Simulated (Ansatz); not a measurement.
Cartesian coordinates in Å:
```
C 1.138 -0.168 -0.232
N -0.297 -0.100 -0.113
C -0.735 0.769 0.947
Ga -1.428 -1.035 -1.214
H 1.429 -0.835 -1.046
H 1.574 0.821 -0.436
H 1.602 -0.543 0.692
H -0.383 1.800 0.797
H -1.825 0.792 1.004
H -0.354 0.437 1.925
H -0.721 -1.938 -2.324
```

Total charge 0; spin multiplicity 2.

Q: List the PBE0/def2-TZVPP orbital energies in eV (the Gaussian-basis code of Ansatz). (An estimate is asked.)

A: Ansatz gave: α occupied: -10146.73, -1252.57, -1108.72, -1108.68, -1108.63, -391.18, -278.63, -278.61, -150.87, -103.81, -103.69, -103.56, -25.13, -22.90, -22.85, -22.77, -22.76, -22.68, -19.77, -17.05, -13.65, -12.60, -12.53, -11.04, -10.85, -10.35, -9.01, -6.32, -5.61. α empty: -1.05, 0.99, 1.74, 1.99, 2.74, 3.32, 3.32, 3.78. β occupied: -10146.70, -1252.55, -1108.72, -1108.65, -1108.62, -391.15, -278.62, -278.61, -150.81, -103.77, -103.60, -103.55, -25.09, -22.81, -22.76, -22.74, -22.68, -22.61, -19.75, -16.99, -13.46, -12.61, -12.48, -10.85, -10.61, -10.32, -8.61, -6.32. β empty: -2.32, -0.55, 1.18, 1.93, 2.32, 2.85, 3.33, 3.54. ⟨S²⟩ = 0.755.
